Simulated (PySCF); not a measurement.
**Removal energies of Os⁴⁸⁺ from EOM-IP-GCCSD**

Reference: closed-shell Os⁴⁸⁺, [Ar] 3d10; one electron is removed. Calculated with PySCF 2.14, two-component X2C-1e with screened spin-orbit coupling, an even-tempered Gaussian basis (18 s from 4.2 bohr⁻², ratio 2.6; 15 p from 5.5 bohr⁻², ratio 2.6; 10 d from 5.5 bohr⁻², ratio 2.6; 5 f from 5.6 bohr⁻², ratio 2.8); frozen [Ar]; the 98 highest virtual spinors dropped; of the others 70 kept and the rest restored at second order. No Breit or QED terms. Binding energies in eV.

| level | Koopmans |
| --- | --- |
| 3d3/2 | 4458.2 |
| 3d5/2 | 4380.4 |

(1) How does correlation move these levels?

For comparison, the ionisation energy of Os⁴⁸⁺ is 4374 ± 4 eV (theoretical estimate listed by NIST; NIST Atomic Spectra Database, ionization energies).

## Answers

(1) 3d3/2: second order 4457.5, EOM-CCSD 4457.5; 3d5/2: second order 4379.8, EOM-CCSD 4379.9.
